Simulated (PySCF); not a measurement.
**Threshold energies of PBr in a plasma**

CCSD(T) in PySCF with def2-TZVPPD on every atom, for the lowest determinant that a PBE0 search found; no spin–orbit coupling.

```tsv
species	state (unpaired electrons)	Re (Å)	ωe (cm⁻¹)	energy of the minimum from the neutral (eV)	De (eV)	dissociates to
PBr	triplet (π ↑↑)	2.190	429	0.00	2.66	P + Br
PBr⁺	doublet (π ↑)	2.067	540	9.00	4.12	P⁺ + Br
PBr⁻	doublet (π ↑)	2.343	321	-1.08	0.39	P + Br⁻
```

Work out the lowest energy to break PBr into atoms, from its vibrational ground state.

D0 = De − ωe/2 = 2.66 − 0.03 = 2.63 eV (CCSD(T)/def2-TZVPPD).

Work out the ionisation energy of the P atom at this level and the threshold of dissociative ionisation.

IE(P) = 9.00 + 4.12 − 2.66 = 10.46 eV, so P⁺ + Br + e⁻ appears at D0 + IE(P) = 13.09 eV (CCSD(T)/def2-TZVPPD). The measured IE(P) is 10.487 eV (NIST ASD).

Work out the electron affinity of the Br atom and the threshold of dissociative attachment.

EA(Br) = 2.66 − 0.39 − (-1.08) = 3.35 eV, so P + Br⁻ needs D0 − EA(Br) = -0.72 eV (negative: it is exothermic at zero electron energy) (CCSD(T)/def2-TZVPPD). The measured EA(Br) is 3.364 eV.

At which energy does ion-pair formation open?

P⁺ + Br⁻ lies at D0 + IE(P) − EA(Br) = 9.74 eV (CCSD(T)/def2-TZVPPD).

These are thermodynamic thresholds; the onsets seen under electron impact lie higher where the geometry changes, and cross-sections peak well above them.

Correlated steps freeze 14 core orbitals. Weak bonds: PBr⁻. Basis-set superposition, not corrected here, can be much of De in a small basis, most of all at correlated wavefunction levels. Spin–orbit coupling is left out. For an ion De counts to the pair picked by the measured ionisation energies or electron affinities, which need not be the lowest pair at this level. States were picked by a PBE0 search and need not be the measured ground states.
